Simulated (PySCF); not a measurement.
## Cost of excited-state runs on `C[C@H]1C[C@H](O)[C@@H]1CO`, C₆H₁₂O₂

Geometry:
```csv
atom,x (Å),y (Å),z (Å)
C1,-1.996,-1.148,0.514
C2,-0.932,-0.499,-0.353
C3,-0.969,1.041,-0.361
C4,0.282,1.064,0.537
O5,1.360,1.867,0.122
C6,0.471,-0.450,0.289
C7,1.610,-0.787,-0.672
O8,2.872,-0.523,-0.121
H9,-1.812,-2.216,0.603
H10,-1.994,-0.713,1.511
H11,-2.982,-1.003,0.076
H12,-0.941,-0.952,-1.347
H13,-1.864,1.499,0.054
H14,-0.766,1.463,-1.344
H15,0.037,1.281,1.586
H16,1.079,2.788,0.119
H17,0.588,-1.038,1.201
H18,1.474,-0.228,-1.609
H19,1.590,-1.857,-0.899
H20,2.887,0.420,0.092
```

PySCF with density fitting, on 1 thread of an Arm Neoverse V1, shared host. Command: `OMP_NUM_THREADS=1 python excited_run.py task.json out`

Question: How long does this run take, and how much memory?
- circular dichroism and optical rotation, B3LYP/def2-SVPD; 12 states; writes grids

Answer: 
```csv
run,level,basis functions,wall time,peak memory (GiB)
circular dichroism and optical rotation,B3LYP/def2-SVPD,262,2.3 min,1.1
```
Times from a shared host are rough.
